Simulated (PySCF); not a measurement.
methylsilane (CH6Si), singlet, geometry from GFN2-xTB, with bond 6-2 at 2.4 times its length; CASSCF(2,2)/STO-3G (PySCF).

Input for PySCF:
```python
from pyscf import gto, scf, mcscf
import numpy

mol = gto.Mole()
mol.atom = '''
    C    -0.01298196    0.00392095   -1.25022897
    Si    0.00669850   -0.00202315    0.64510011
    H    -0.01147190   -1.00712268   -1.64830101
    H    -0.89650587    0.50641306   -1.63436438
    H     0.85673226    0.51618733   -1.65253877
    H     0.00054900    3.30719052    1.83158151
    H    -1.17977102   -0.70041180    1.14524608
    H     1.21099302   -0.68708334    1.12046299
'''
mol.basis = 'sto-3g'
mol.verbose = 4
mol.build()

mf = scf.RHF(mol)
mf.kernel()
mc = mcscf.CASSCF(mf, 2, 2)
mc.kernel()
occ = numpy.linalg.eigvalsh(mc.fcisolver.make_rdm1(mc.ci, mc.ncas, mc.nelecas))[::-1]
ss = mc.fcisolver.spin_square(mc.ci, mc.ncas, mc.nelecas)[0]
print('natural occupations', occ.round(4), ' <S^2>', round(ss, 4))
```

Task: Write the output that PySCF gives for this input, abridged.

Result: 
```
PySCF version 2.14.0

[INPUT] verbose = 4
[INPUT] num. atoms = 8
[INPUT] num. electrons = 26
[INPUT] charge = 0
[INPUT] spin (= nelec alpha-beta = 2S) = 0
[INPUT] symmetry False subgroup None
[INPUT] Mole.unit = angstrom
[INPUT] Symbol           X                Y                Z      unit          X                Y                Z       unit  Magmom
[INPUT]  1 C     -0.012981960000   0.003920950000  -1.250228970000 AA   -0.024532348960   0.007409521648  -2.362590346297 Bohr   0.0
[INPUT]  2 Si     0.006698500000  -0.002023150000   0.645100110000 AA    0.012658330445  -0.003823199409   1.219062530827 Bohr   0.0
[INPUT]  3 H     -0.011471900000  -1.007122680000  -1.648301010000 AA   -0.021678749128  -1.903186039038  -3.114837479744 Bohr   0.0
[INPUT]  4 H     -0.896505870000   0.506413060000  -1.634364380000 AA   -1.694150563365   0.956981989303  -3.088501065945 Bohr   0.0
[INPUT]  5 H      0.856732260000   0.516187330000  -1.652538770000 AA    1.618989333480   0.975452682670  -3.122845685526 Bohr   0.0
[INPUT]  6 H      0.000549000000   3.307190520000   1.831581510000 AA    0.001037459642   6.249684324558   3.461187428717 Bohr   0.0
[INPUT]  7 H     -1.179771020000  -0.700411800000   1.145246080000 AA   -2.229444117499  -1.323586476414   2.164201436432 Bohr   0.0
[INPUT]  8 H      1.210993020000  -0.687083340000   1.120462990000 AA    2.288445146560  -1.298399337351   2.117368183811 Bohr   0.0

nuclear repulsion = 59.0121860156964
number of shells = 14
number of NR pGTOs = 60
number of NR cGTOs = 20
basis = sto-3g
ecp = {}

******** <class 'pyscf.scf.hf.RHF'> ********
method = RHF
initial guess = minao
damping factor = 0
level_shift factor = 0
DIIS = <class 'pyscf.scf.diis.CDIIS'>
diis_start_cycle = 1
diis_space = 8
diis_damp = 0
SCF conv_tol = 1e-09
SCF conv_tol_grad = None
SCF max_cycles = 50
direct_scf = True
direct_scf_tol = 1e-13
Set gradient conv threshold to 3.16228e-05
Initial guess from minao.
init E= -325.787960384198
  HOMO = -0.129319484912467  LUMO = -0.025781378477536  gap/eV = 2.81742
cycle= 1 E= -326.003736531429  delta_E= -0.216  |g|= 0.236  |ddm|= 2.94
  HOMO = -0.0652796594776911  LUMO = 0.131281600686916  gap/eV = 5.34870
cycle= 2 E= -325.848671128784  delta_E= 0.155  |g|= 0.421  |ddm|= 2.88
  HOMO = -0.063485157463696  LUMO = 0.042731342587806  gap/eV = 2.89030
cycle= 3 E= -326.143151487566  delta_E= -0.294  |g|= 0.0571  |ddm|= 1.77
  HOMO = -0.135589652513429  LUMO = 0.0870829540322127  gap/eV = 6.05923
cycle= 4 E= -326.144432798454  delta_E= -0.00128  |g|= 0.0362  |ddm|= 0.0724
  HOMO = -0.123181517714393  LUMO = 0.07228048448396  gap/eV = 5.31879
cycle= 5 E= -326.145117342804  delta_E= -0.000685  |g|= 0.0211  |ddm|= 0.0465
  HOMO = -0.124599088233395  LUMO = 0.0727577402352261  gap/eV = 5.37035
cycle= 6 E= -326.145369479131  delta_E= -0.000252  |g|= 0.0111  |ddm|= 0.029
  HOMO = -0.127904984328414  LUMO = 0.0738715949765109  gap/eV = 5.49062
cycle= 7 E= -326.145456165191  delta_E= -8.67e-05  |g|= 0.00326  |ddm|= 0.0219
  HOMO = -0.127821439972555  LUMO = 0.0729628306358848  gap/eV = 5.46362
cycle= 8 E= -326.145464544146  delta_E= -8.38e-06  |g|= 0.000468  |ddm|= 0.0106
  HOMO = -0.127800997534887  LUMO = 0.0730670318489663  gap/eV = 5.46590
cycle= 9 E= -326.145464724062  delta_E= -1.8e-07  |g|= 2.81e-05  |ddm|= 0.00137
  HOMO = -0.127781824562637  LUMO = 0.0730562237464982  gap/eV = 5.46508
cycle= 10 E= -326.145464725254  delta_E= -1.19e-09  |g|= 4.41e-06  |ddm|= 0.000117
  HOMO = -0.12778099436073  LUMO = 0.073055646287564  gap/eV = 5.46504
cycle= 11 E= -326.145464725276  delta_E= -2.15e-11  |g|= 4.7e-07  |ddm|= 1.59e-05
  HOMO = -0.127781256471432  LUMO = 0.0730557569971003  gap/eV = 5.46505
Extra cycle  E= -326.145464725276  delta_E= -5.68e-14  |g|= 4.3e-07  |ddm|= 2.17e-06
converged SCF energy = -326.145464725276

******** <class 'pyscf.mcscf.mc1step.CASSCF'> ********
CAS (1e+1e, 2o), ncore = 12, nvir = 6
max_cycle_macro = 50
max_cycle_micro = 4
conv_tol = 1e-07
conv_tol_grad = None
orbital rotation max_stepsize = 0.02
orbital rotation threshold for CI restart = 0.01
augmented hessian ah_max_cycle = 30
augmented hessian ah_conv_tol = 1e-12
augmented hessian ah_linear dependence = 1e-14
augmented hessian ah_level shift = 1e-08
augmented hessian ah_start_tol = 2.5
augmented hessian ah_start_cycle = 3
augmented hessian ah_grad_trust_region = 3
kf_trust_region = 3
kf_interval = 4
ci_response_space = 4
ci_grad_trust_region = 3
with_dep4 0
natorb = False
canonicalization = True
sorting_mo_energy = False
ao2mo_level = 2
internal_rotation = False
******** <class 'pyscf.fci.direct_spin1.FCISolver'> ********
max. cycles = 50
conv_tol = 1e-08
davidson only = False
linear dependence = 1e-12
level shift = 0.001
max iter space = 12
nroots = 1
pspace_size = 400
spin = None
CASCI E = -326.333710626468  S^2 = 0.0000000
Set conv_tol_grad to 0.000316228
macro iter   1 ( 12 JK    4 micro), CASSCF E = -326.337781578444  dE = -4.07095198e-03  S^2 = 0.0000000
               |grad[o]|=0.0564  |grad[c]|=0.00413  |ddm|=0.00269  |maxRot[o]|=0.0591
macro iter   2 (  3 JK    1 micro), CASSCF E = -326.337781665804  dE = -8.73602630e-08  S^2 = 0.0000000
               |grad[o]|=0.000244  |grad[c]|=4.82e-06  |ddm|=1.87e-05  |maxRot[o]|=0.00022
1-step CASSCF converged in   2 macro ( 15 JK   5 micro) steps
CASSCF canonicalization
Density matrix diagonal elements [1.13850819 0.86149181]
CASSCF energy = -326.337781665804
CASCI E = -326.337781665804  E(CI) = -0.902256164485607  S^2 = 0.0000000
natural occupations [1.1406 0.8594]  <S^2> 0.0
```
